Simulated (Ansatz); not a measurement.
Input and output for Ge(OH)2H2 (GeO₂H₄).

```yaml
crystal:
  periodic: [false, false, false]
  atoms:
    - {symbol: Ge, position_ang: [-0.289546, 0.180848, -0.358228]}
    - {symbol: O, position_ang: [-0.452303, 0.462936, 1.391887]}
    - {symbol: H, position_ang: [-0.753581, -0.320086, 1.863025]}
    - {symbol: O, position_ang: [1.427925, 0.038647, -0.781998]}
    - {symbol: H, position_ang: [1.863904, -0.686519, -0.322008]}
    - {symbol: H, position_ang: [-0.749767, 1.438885, -1.083276]}
    - {symbol: H, position_ang: [-1.046631, -1.114721, -0.709411]}
basis:
  gaussian: {orbitals: def2-SVPD}
magnetization: {spin_polarized: true, initial_magnetization: 2}
hamiltonian: {xc: {name: wB97M-V}}
scf: {omitted_lower_state_checks: [starts]}
```

```sh
$ ansatz run in.yaml --threads 4 --pin off --events-out ev --progress --plain --max-ram 3916MiB
```

It prints (some lines left out):

```
Functional definition: wB97M-V
1051 factors; their error is unknown
378 factors; integrals over basis functions are off by at most 6.8e-6 eV
mean field evaluation 1: about -60646.9878 eV, gradient 4.8e1 eV
mean field evaluation 2: about -60634.3434 eV, gradient 7.7e1 eV
mean field evaluation 4: about -60656.3255 eV, gradient 3.9e0 eV
mean field evaluation 8: about -60656.5598 eV, gradient 7.5e-1 eV
mean field evaluation 16: about -60656.7511 eV, gradient 2.3e-1 eV
mean field evaluation 32: about -60656.8558 eV, gradient 3.0e-4 eV
mean field -60656.85579800 eV, -2229.0983358831 hartree, gradient 3.7e-5 eV, S^2 2.008063; 0 other end points of the search recorded, 0 dependent functions left out
reference -60656.85585289 eV, -2229.0983379003 hartree; 27, 25 occupied and 89, 91 virtual orbitals, 1051 factors
Total energy: -60656.85585289 eV, -2229.0983379003 hartree
Checks for a lower state left out: starts
```

It took 23 s on 4 threads of Arm Neoverse V1 on a shared host, peak host memory 0.68 GiB.
